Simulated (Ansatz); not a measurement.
Consider the cleavage of the Ge–Al bond: `C[O][AlH][GeH3]` + CH₃SH → `C[S][GeH3]` + `C[O][AlH2]`.

Computed with Ansatz on PBE0-D4/def2-TZVP structures; ΔE is electronic, products minus reactants. CCSD(T)/CBS is the MP2 limit (def2-TZVPP, def2-QZVPP) plus CCSD(T) − MP2 in def2-TZVPP, frozen cores. This one scheme is used for every species. Functionals use def2-TZVPP. For Ge outer-core shells are correlated without core-valence functions, which leaves a few kJ/mol of doubt a bond. Scalar relativity is left out up to krypton. One conformer a species, not always the lowest.

CCSD(T)/CBS gives -11.3 kJ/mol.

(1) Another level gave -19.4 kJ/mol. Which?
A. PBE0-D4/def2-TZVPP
B. MP2/def2-TZVPP
C. B2PLYP/def2-TZVPP
D. PBE/def2-TZVPP

Largest T1 diagnostic among the species: 0.013.

## Answers

(1) B. MP2/def2-TZVPP -19.4, B2PLYP -13.3, PBE -3.4, PBE0-D4 -7.5 kJ/mol.
